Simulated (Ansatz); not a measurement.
`C[N]=[W]([OH])([F])([F])[Cl]`, relaxed with RKS PBE-D4/def2-SVP in Ansatz from a rough embedded geometry. The force threshold is 0.03 eV/Å; the program also tests the step.

The species carries charge 0 and has multiplicity 1. W takes the def2 core potential.

Start:

```xyz
11

C     0.166    0.684   -1.767
N    -1.075    0.532   -0.977
W    -0.228   -0.268    1.044
O     0.939   -2.158    0.347
F    -1.731   -0.337    2.380
F     0.109   -0.595    3.173
Cl   -0.695    2.112    2.137
H    -0.097    0.504   -2.787
H     0.594    1.655   -1.527
H     0.932   -0.084   -1.427
H     1.085   -2.044   -0.597
```

```tsv
step	energy (eV)	largest force (eV/Å)	largest move (Å)
1	-24391.5588	4.262	0.000
2	-24395.5199	4.806	0.195
3	-24398.0141	3.756	0.197
4	-24399.7277	2.566	0.195
5	-24400.7840	1.063	0.199
6	-24401.2115	0.863	0.200
7	-24401.5024	0.533	0.197
8	-24401.5787	0.318	0.169
9	-24401.6445	0.315	0.200
10	-24401.6960	0.289	0.192
11	-24401.7297	0.529	0.197
12	-24401.7442	0.631	0.143
13	-24401.7591	0.611	0.200
14	-24401.7745	0.339	0.085
15	-24401.7851	0.204	0.066
16	-24401.7897	0.213	0.111
17	-24401.7926	0.101	0.023
18	-24401.7937	0.043	0.021
19	-24401.7944	0.028	0.032
```

End:

```xyz
11

C    -0.008    0.740   -1.787
N    -0.104    0.124   -0.520
W    -0.273   -0.327    1.186
O     0.984   -1.731    1.221
F    -2.091   -0.779    1.039
F    -0.563   -0.583    3.081
Cl    0.555    1.741    1.822
H    -0.990    0.748   -2.310
H     0.333    1.795   -1.670
H     0.726    0.216   -2.440
H     1.431   -1.945    0.379
```

It took 48 s on 4 threads of an Arm Neoverse V2 on a shared host, with 0.25 GiB of host memory at the peak.
